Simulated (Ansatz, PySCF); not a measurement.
Energy landscape of H4B (anion, charge -1), singlet: flattening of a tetrahedron along the D2d path, bond length relaxed. Scanned: the two opposite H-B-H angles (109.47 = tetrahedral, 180 = square planar). Other coordinates (B-H bond length) were minimised at PBE0/def2-TZVP. Each profile is relative to its own lowest point.

| a / ° | A | B | C |
|---|---|---|---|
| 90 | 0.920 | 0.443 | 0.500 |
| 95 | 0.499 | 0.242 | 0.273 |
| 100 | 0.210 | 0.103 | 0.116 |
| 105 | 0.046 | 0.023 | 0.025 |
| 109.47 | 0.000 | 0.000 | 0.000 |
| 115 | 0.067 | 0.034 | 0.039 |
| 120 | 0.243 | 0.123 | 0.138 |
| 130 | 0.910 | 0.458 | 0.513 |
| 140 | 1.978 | 0.992 | 1.113 |
| 150 | 3.428 | 1.711 | 1.919 |
| 160 | — | 2.594 | 2.906 |
| 170 | — | 3.621 | 4.037 |

Energies in eV.

**Question.** Assign the columns to these levels of theory: PySCF 2.14.0 with CCSD on RHF/aug-cc-pVDZ, 1 core orbital frozen; PySCF with restricted Hartree-Fock/STO-3G; restricted PBE/aug-cc-pVDZ run with Ansatz (a program for electronic structure).

**Answer.** A is RHF/STO-3G; B is RKS-PBE/aug-cc-pVDZ; C is CCSD.

Dashes: no converged value, or the column stops at the first point that the program doubted or that broke a chosen test of continuity, which isn't proof of a fault.

The scan ran from 90 to 180; beyond the range shown the relaxed coordinates jump or full CI changes its symmetry label.
